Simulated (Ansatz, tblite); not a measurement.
Removing an electron: BiMe2Br (C₂H₆BiBr). The state is a singlet with charge 0. Geometry: PBE0-D4/def2-SVP. Ansatz, gas phase; energy differences of separate SCF runs; the oxidised species was run as a doublet alone.

```xyz
10

Bi    1.3427   -0.3918    0.1222
C    -0.6155   -1.5128    0.3298
H    -1.3510   -0.8401    0.7911
H    -0.4676   -2.3975    0.9643
H    -0.9578   -1.8204   -0.6700
C     0.3344    1.3631   -0.8966
H     1.0391    2.2032   -0.9610
H    -0.5409    1.6540   -0.3009
H     0.0211    1.0582   -1.9065
Br    1.1955    0.6841    2.5274
```

In the def2 sets Bi takes a core potential; there is no spin–orbit coupling. The xTB rows come from tblite. Correlated methods freeze 15 core orbitals; core or outer-core shells of Bi, Br are correlated, in sets that lack core-valence functions. The rows differ in basis, and correlated rows in double-zeta sets carry the largest basis error. In CCSD on the charge 1 doublet the largest single amplitude is 0.22, so its Hartree–Fock determinant may place the open shell otherwise than the density functionals do.

Problem. Estimate orbital energies and vertical ionisation energies at: GFN1-xTB; GFN2-xTB; HF/def2-SVP; PBE-D4/def2-TZVP; r2SCAN-D4/def2-TZVP; PBE0-D4/def2-TZVP; MP2/def2-SVP; CCSD/def2-SVP; CCSD(T)/def2-SVP.

Solution. 
| level | −HOMO (eV) | vertical IE (eV) | −LUMO (eV) | HOMO–LUMO gap (eV) |
| --- | --- | --- | --- | --- |
| GFN1-xTB | 10.01 | 13.37 | 5.13 | 4.87 |
| GFN2-xTB | 10.50 | 13.37 | 5.26 | 5.24 |
| HF/def2-SVP | – | 8.43 | – | – |
| PBE-D4/def2-TZVP | 6.03 | 8.69 | 2.32 | 3.70 |
| r2SCAN-D4/def2-TZVP | 6.28 | 8.82 | 2.14 | 4.14 |
| PBE0-D4/def2-TZVP | 7.09 | 8.93 | 1.59 | 5.49 |
| MP2/def2-SVP | – | 9.01 | – | – |
| CCSD/def2-SVP | – | 8.87 | – | – |
| CCSD(T)/def2-SVP | – | 8.80 | – | – |

Relaxing the oxidised species (PBE0-D4/def2-SVP) changes its energy by -0.34 eV at PBE0-D4/def2-TZVP, so the adiabatic ionisation energy to this nearest minimum is 8.59 eV. At PBE-D4/def2-TZVP it is 8.44 eV.    Raw xTB energy differences between charge states are shifted by several eV; the methods need an empirical correction for them.
